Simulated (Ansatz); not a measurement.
Consider the ligand exchange at the Si–O bond: `O[SiH](O)[O][AlH2]` + `N[Si](F)(F)F` → `O[SiH](O)N[Si](F)(F)F` + `[OH][AlH2]`.

Gas-phase electronic energies from Ansatz, PBE0-D4/def2-TZVP geometries. CCSD(T)/CBS is the MP2 limit (def2-TZVPP, def2-QZVPP) plus CCSD(T) − MP2 in def2-TZVPP, frozen cores. This one scheme is used for every species. Functionals use def2-TZVPP. B3LYP here is the variant with VWN-RPA as its local correlation; programs differ in this. One conformer a species, not always the lowest.

`O[SiH](O)[O][AlH2]`:

```xyz
10

O    -1.667    0.683   -1.245
Si   -0.999    0.225    0.182
O    -1.571   -1.271    0.494
O     0.615    0.278    0.073
Al    2.240   -0.100    0.329
H    -1.218    1.369   -1.739
H    -1.410    1.094    1.301
H    -1.903   -1.771   -0.254
H     3.296    0.697   -0.532
H     2.617   -1.204    1.392
```

`N[Si](F)(F)F`:

Z-matrix (Å, degrees):
```
Si
F 1 1.578
F 1 1.574 2 105.7
N 1 1.672 2 115.9 3 -121.6
F 1 1.574 2 105.8 3 116.9
H 4 1.005 1 122.2 2 79.8
H 4 1.005 1 122.2 2 -80.3
```

`O[SiH](O)N[Si](F)(F)F`:

```xyz
12

O    -1.005   -1.289   -0.941
Si    0.344   -1.170   -0.031
O     1.761   -1.450   -0.800
N     0.483    0.462    0.509
Si   -0.699    1.655    0.518
F    -1.390    1.807   -0.895
F    -0.049    3.038    0.900
F    -1.872    1.380    1.530
H    -1.132   -0.673   -1.665
H     0.148   -2.156    1.048
H     2.005   -2.361   -0.967
H     1.407    0.757    0.796
```

`[OH][AlH2]`:

Z-matrix (Å, degrees):
```
Al
O 1 1.696
H 1 1.585 2 119.7
H 1 1.577 2 116.0 3 -180.0
H 2 0.956 1 123.4 3 -0.0
```

Is it downhill or uphill in electronic energy at CCSD(T)/CBS, and by how much? (An estimate is asked.)

The calculation gave: Uphill: ΔE = +57.8 kJ/mol.

What do these levels give: r2SCAN-D4, PBE0-D4, B3LYP-D4, ωB97X-V, ωB97M-V, B2PLYP, PBE, r2SCAN, B3LYP, HF/def2-QZVPP, SCS-MP2/def2-QZVPP, HF/CBS(def2)? (An estimate is asked.)

Ansatz gave: r2SCAN-D4 55.8, PBE0-D4 52.9, B3LYP-D4 56.0, ωB97X-V 56.4, ωB97M-V 55.4, B2PLYP 61.3, PBE 52.7, r2SCAN 57.1, B3LYP 63.2, HF/def2-QZVPP 76.7, SCS-MP2/def2-QZVPP 60.6, HF/CBS(def2) 76.9 kJ/mol.

Largest T1 diagnostic among the species: 0.012.

In def2-TZVPP, CCSD(T) changes the Hartree–Fock value by −18.1 kJ/mol (the triples alone add −2.9 kJ/mol) and MP2 by −18.5 kJ/mol. From PBE to PBE0 (25 % exact exchange), in def2-TZVPP and without D4, ΔE moves by +4.3 kJ/mol.
